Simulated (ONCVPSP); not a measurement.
**Which change was made? (He, ONCV)**

| Quantity | Value |
| --- | --- |
| Element | helium |
| Generator | ONCVPSP 4.0.1 |
| Type | optimised norm-conserving Vanderbilt (ONCV) |
| Functional | PBE |
| Relativity | scalar-relativistic |
| Frozen core | none |
| Valence charge | 2 |
| Reference configuration | 1s2 |
| Partial waves | 1s: rc 0.55 bohr, ncon 3, nbas 6, qcut 9.4 1/bohr, 1 projector; p scattering state at 0.05 Ha: rc 0.50 bohr, ncon 5, nbas 8, qcut 17.7 1/bohr, 2 projectors, debl 1.5 Ha |
| Local potential | polynomial inside 0.45 bohr (lpopt 5, dvloc0 0 Ha) |
| Core correction | none |

Cutoffs, loose and tight: the cutoffs (Ha) at which the residual kinetic energy of the hardest occupied pseudo-wave falls to 1 and 0.1 mHa per electron. They do not see the model core or the augmentation charge, which bear on the density cutoff. Test errors are all-electron minus pseudo excitation energies from the reference, over the configurations 1s1; 1s1.5; variants that change the core or the reference have their own tests.

The base gives: outcome: generated; cutoff, loose: 143 Ha; cutoff, tight: 311 Ha; bound ghosts: none; GHOST(+) flags above zero: none; largest test error (meV): +8.5.

(1) After one change the result is: outcome: generated; cutoff, loose: 45 Ha; cutoff, tight: 163 Ha; bound ghosts: none; GHOST(+) flags above zero: none; largest test error (meV): +29. Which change was it?
A. s: ncon 4, nbas 7
B. all radii scaled by about 1.31 (s 0.72, p 0.66 bohr); local potential polynomial inside 0.60 bohr (lpopt 5, dvloc0 0 Ha)
C. s: qcut 11.1; p: qcut 20.8

## Answers

(1) B. The others give: s: qcut 11.1; p: qcut 20.8 → outcome: generated; cutoff, loose: 68 Ha; cutoff, tight: 278 Ha; bound ghosts: none; GHOST(+) flags above zero: none; largest test error (meV): +7.1 | s: ncon 4, nbas 7 → outcome: generated; cutoff, loose: 242 Ha; cutoff, tight: 380 Ha; bound ghosts: none; GHOST(+) flags above zero: none; largest test error (meV): +8.9.
